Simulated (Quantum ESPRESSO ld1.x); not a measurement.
Q: All-electron atom: Co12+ in [Ne] 3s2 3p3. All-electron calculation, scalar-relativistic Kohn-Sham, relativistic LDA (MacDonald-Vosko exchange, VWN5 correlation), spin-unpolarised, spherical densities, point nucleus. Program: ld1.x of Quantum ESPRESSO 7.5. Some entries of the table are withheld. Estimate them.

orbital  occ.  eigenvalue (hartree)  <1/r> (bohr^-1)  <r> (bohr)
1s          2              -290.782              (1)     0.05638
2s          2                   (2)              (3)      0.2546
2p          6                   (4)            5.729      0.2235
3s          2              -14.4941            2.129      0.6766
3p          3                   (5)              (6)      0.6738

A: 
(1) 1s <1/r> (bohr^-1): 26.94
(2) 2s eigenvalue (hartree): -45.7395
(3) 2s <1/r> (bohr^-1): 5.833
(4) 2p eigenvalue (hartree): -41.1493
(5) 3p eigenvalue (hartree): -13.0978
(6) 3p <1/r> (bohr^-1): 2.048
